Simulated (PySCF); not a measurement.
Isomers of C9H16, mass 124.125 u with the commonest isotopes. Computed with PBE0-D3(BJ)/def2-SVP geometry optimisation, gas phase in PySCF 2.14.0. One conformer each, none proved a minimum here; rigid rotors.

Question: Order these by dipole moment, smallest first.
A. `[CH3:1][CH2:2][CH2:3][C@@H:4]1[CH:5]=[CH:6][CH2:7][CH2:8][CH2:9]1` with C1–C2–C3–C4 176°, C2–C3–C4–C5 -175°, C3–C4–C5–C6 -138°, C5–C6–C7–C8 -14°, C6–C7–C8–C9 45°, C7–C8–C9–C4 -61°
B. `[CH:1]#[C:2][CH2:3][C@@H:4]([CH3:5])[CH2:6][CH:7]([CH3:8])[CH3:9]` with C2–C3–C4–C5 -68°, C3–C4–C6–C7 54°, C4–C6–C7–C8 -179°
C. `[CH3:1][CH2:2][C@@H:3]1[CH2:4][CH2:5][C:6]12[CH2:7][CH2:8][CH2:9]2` with C1–C2–C3–C4 -68°

Answer: C (0.12 D), A (0.33 D), B (0.60 D).

Question: Order these by radius of gyration √(Σ m r²/M), smallest first.
A. `[CH3:1][CH2:2][C@@H:3]1[CH2:4][CH2:5][C:6]12[CH2:7][CH2:8][CH2:9]2` with C1–C2–C3–C4 -68°
B. `[CH:1]#[C:2][CH2:3][C@@H:4]([CH3:5])[CH2:6][CH:7]([CH3:8])[CH3:9]` with C2–C3–C4–C5 -68°, C3–C4–C6–C7 54°, C4–C6–C7–C8 -179°
C. `[CH3:1][CH2:2][CH2:3][C@@H:4]1[CH:5]=[CH:6][CH2:7][CH2:8][CH2:9]1` with C1–C2–C3–C4 176°, C2–C3–C4–C5 -175°, C3–C4–C5–C6 -138°, C5–C6–C7–C8 -14°, C6–C7–C8–C9 45°, C7–C8–C9–C4 -61°

Answer: A (2.163 Å), B (2.310 Å), C (2.439 Å).

Question: Order these by rotational constant C, largest first.
A. `[CH:1]#[C:2][CH2:3][C@@H:4]([CH3:5])[CH2:6][CH:7]([CH3:8])[CH3:9]` with C2–C3–C4–C5 -68°, C3–C4–C6–C7 54°, C4–C6–C7–C8 -179°
B. `[CH3:1][CH2:2][C@@H:3]1[CH2:4][CH2:5][C:6]12[CH2:7][CH2:8][CH2:9]2` with C1–C2–C3–C4 -68°
C. `[CH3:1][CH2:2][CH2:3][C@@H:4]1[CH:5]=[CH:6][CH2:7][CH2:8][CH2:9]1` with C1–C2–C3–C4 176°, C2–C3–C4–C5 -175°, C3–C4–C5–C6 -138°, C5–C6–C7–C8 -14°, C6–C7–C8–C9 45°, C7–C8–C9–C4 -61°

Answer: B (953.1 MHz), A (868.4 MHz), C (704.9 MHz).

```json
{"SMILES": "CCC[C@@H]1C=CCCC1", "point group": "C1", "Ia (u·Å²)": "129.50", "Ib (u·Å²)": "629.90", "Ic (u·Å²)": "716.98", "κ": "-0.94", "μa (D)": "0.02", "μb (D)": "0.33", "μc (D)": "0.01"}
{"SMILES": "C#CC[C@@H](C)CC(C)C", "point group": "C1", "Ia (u·Å²)": "248.65", "Ib (u·Å²)": "494.21", "Ic (u·Å²)": "581.94", "κ": "-0.74", "μa (D)": "0.34", "μb (D)": "0.46", "μc (D)": "0.19"}
{"SMILES": "CC[C@@H]1CCC12CCC2", "point group": "C1", "Ia (u·Å²)": "179.09", "Ib (u·Å²)": "452.55", "Ic (u·Å²)": "530.26", "κ": "-0.82", "μa (D)": "0.08", "μb (D)": "0.09", "μc (D)": "0.03"}
```
